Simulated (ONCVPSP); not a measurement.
**Ranking ONCV potentials for Nb**

All share these settings but for the change named:

ONCVPSP 4.0.1 input, shortened (lines: element, Z, core and valence counts, functional; n l f; lmax; l rc ep ncon nbas qcut; lloc lpopt rc5 dvloc0; l nproj debl; icmod fcfact rcfact), PBEsol, scalar-relativistic:

```
  Nb 41.00    6    5  -116133      upf
    1    0    2.00
    2    0    2.00
    2    1    6.00
    3    0    2.00
    3    1    6.00
    3    2   10.00
    4    0    2.00
    4    1    6.00
    4    2    4.00
    5    0    0.50
    5    1    0.50
    2
    0    2.05    0.00    4    8    5.90
    1    1.80    0.00    5   10    9.40
    2    1.90    0.00    4    9    5.90
    4    5    1.75    0.00
    0    3    1.90
    1    2    1.60
    2    2    0.90
    3    5.25    1.30
```

Cutoff: the first of the cutoffs (Ha) at which the residual kinetic energy of the hardest occupied pseudo-wave falls to 1 and 0.1 mHa per electron; the density cutoff is not measured.

The base gives 26 Ha.

Of 9 variants that were run, those that failed, showed a ghost or another fault, or gave nearly equal values are left out.

A variant can come out equal or close to the base.

Question: Rank these variants from softest to hardest (loose cutoff).
A. s: qcut 6.8; p: qcut 10.8; d: qcut 6.8
B. s: qcut 5.6; p: qcut 9; d: qcut 5.6
C. s: qcut 4.5; p: qcut 7.2; d: qcut 4.5
D. s: qcut 5; p: qcut 8; d: qcut 5
E. s: qcut 3.9; p: qcut 6.3; d: qcut 3.9

Answer: D (20 Ha), B (24 Ha), A (32 Ha), C (48 Ha), E (76 Ha).
